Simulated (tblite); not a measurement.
C4H11AlF3P.
Numbering: `[CH3:1][CH2:2][P@+:3]([CH3:4])([AlH3-:5])[C:6]([F:7])([F:8])[F:9]` (hydrogens: H10, H11, H12 on C1; H13, H14 on C2; H15, H16, H17 on C4; H18, H19, H20 on Al5)

Computed with GFN2-xTB (tblite), gas phase: L-BFGS steps from a force-field or distance-geometry start until the largest atomic force falls under 0.01 eV/Å.

Step 64: E = -870.3233 eV
```
atom  x, y, z in Å  |  force x, y, z in eV/Å
C1      2.1371    0.9686    0.4166    0.024   0.010   0.005
C2      1.4551   -0.2309   -0.2400    0.039   0.002   0.004
P3     -0.3745   -0.1018   -0.0760    0.020   0.045   0.060
C4     -0.9969   -1.4875   -1.0827   -0.016   0.013  -0.008
Al5    -1.6156    1.9226   -0.8177   -0.012   0.015   0.014
C6     -0.5893   -0.9126    1.6076   -0.018  -0.017   0.030
F7      0.0026   -0.2170    2.5832   -0.018  -0.006  -0.002
F8     -0.0875   -2.1595    1.6667    0.001   0.037  -0.013
F9     -1.8892   -1.0062    1.9069    0.022  -0.021   0.001
H10     3.2188    0.8546    0.3805   -0.009   0.010  -0.043
H11     1.8634    1.8865   -0.1018   -0.034  -0.020   0.001
H12     1.8458    1.0688    1.4600   -0.016  -0.026   0.009
H13     1.8057   -1.1751    0.1888   -0.009   0.000   0.009
H14     1.6681   -0.2374   -1.3128   -0.004  -0.012   0.000
H15    -0.8663   -1.2190   -2.1294    0.024   0.011  -0.039
H16    -2.0643   -1.5997   -0.8954   -0.042  -0.025   0.028
H17    -0.4760   -2.4188   -0.8626    0.018  -0.013  -0.014
H18    -3.0386    1.2589   -0.7591    0.031   0.019  -0.012
H19    -1.1908    2.9903    0.2389   -0.008  -0.010  -0.010
H20    -0.8127    1.8260   -2.1745    0.007  -0.011  -0.021
```

Step 65: E = -870.3241 eV
```
atom  x, y, z in Å  |  force x, y, z in eV/Å
C1      2.1396    0.9690    0.4153    0.013   0.006  -0.003
C2      1.4564   -0.2319   -0.2366    0.027  -0.007  -0.011
P3     -0.3735   -0.1019   -0.0731   -0.013   0.049   0.044
C4     -1.0004   -1.4853   -1.0821   -0.003   0.013  -0.006
Al5    -1.6153    1.9250   -0.8185   -0.014   0.002   0.030
C6     -0.5895   -0.9162    1.6076   -0.008  -0.007   0.038
F7     -0.0064   -0.2165    2.5850   -0.004   0.010   0.015
F8     -0.0762   -2.1579    1.6675   -0.008   0.018  -0.013
F9     -1.8891   -1.0198    1.9039    0.012  -0.032  -0.003
H10     3.2210    0.8551    0.3784   -0.001   0.004  -0.036
H11     1.8660    1.8847   -0.1060   -0.041  -0.001  -0.011
H12     1.8469    1.0733    1.4572   -0.012  -0.027   0.034
H13     1.8091   -1.1752    0.1916   -0.014  -0.007   0.020
H14     1.6662   -0.2409   -1.3095    0.007  -0.009  -0.021
H15    -0.8703   -1.2147   -2.1286    0.018   0.008  -0.029
H16    -2.0679   -1.6007   -0.8939   -0.018  -0.008   0.028
H17    -0.4782   -2.4166   -0.8641    0.017  -0.012  -0.017
H18    -3.0399    1.2648   -0.7641    0.033   0.017  -0.012
H19    -1.1958    2.9952    0.2379   -0.004  -0.012  -0.014
H20    -0.8077    1.8211   -2.1707    0.014  -0.006  -0.032
```

**Question.** Estimate the geometry and energy of step 66. (The exact step hangs on the optimiser's Hessian estimate; all steps are aligned on step 65, rigid shifts and turns removed.)

**Answer.** E = -870.3247 eV, largest force 0.053 eV/Å
```
atom  x, y, z in Å  |  force x, y, z in eV/Å
C1      2.1413    0.9695    0.4141    0.000  -0.002  -0.010
C2      1.4578   -0.2327   -0.2344    0.004  -0.011  -0.017
P3     -0.3730   -0.1010   -0.0702   -0.030   0.033   0.014
C4     -1.0035   -1.4834   -1.0816    0.010   0.015   0.001
Al5    -1.6150    1.9268   -0.8184   -0.006  -0.006   0.024
C6     -0.5898   -0.9188    1.6079    0.003   0.008   0.031
F7     -0.0136   -0.2158    2.5868    0.005   0.016   0.030
F8     -0.0676   -2.1562    1.6671   -0.007  -0.005  -0.007
F9     -1.8888   -1.0311    1.9013   -0.003  -0.036  -0.001
H10     3.2222    0.8553    0.3757    0.010   0.004  -0.028
H11     1.8672    1.8835   -0.1090   -0.043   0.011  -0.018
H12     1.8480    1.0758    1.4553   -0.006  -0.026   0.046
H13     1.8115   -1.1749    0.1948   -0.019  -0.010   0.023
H14     1.6652   -0.2439   -1.3075    0.012  -0.007  -0.028
H15    -0.8729   -1.2108   -2.1282    0.007   0.002  -0.006
H16    -2.0714   -1.6022   -0.8921    0.015   0.009   0.022
H17    -0.4794   -2.4148   -0.8652    0.009   0.003  -0.023
H18    -3.0402    1.2701   -0.7680    0.026   0.012  -0.011
H19    -1.2000    2.9988    0.2370    0.000  -0.009  -0.012
H20    -0.8033    1.8166   -2.1683    0.014  -0.002  -0.029
```

The energy changes by -0.0006 eV. The first-order estimate −F·Δx gives -0.0008 eV and the mean of the old and new forces, exact on a quadratic surface, -0.0006 eV. The step makes an angle of 77° with the force vector and moves no atom by more than 0.012 Å.
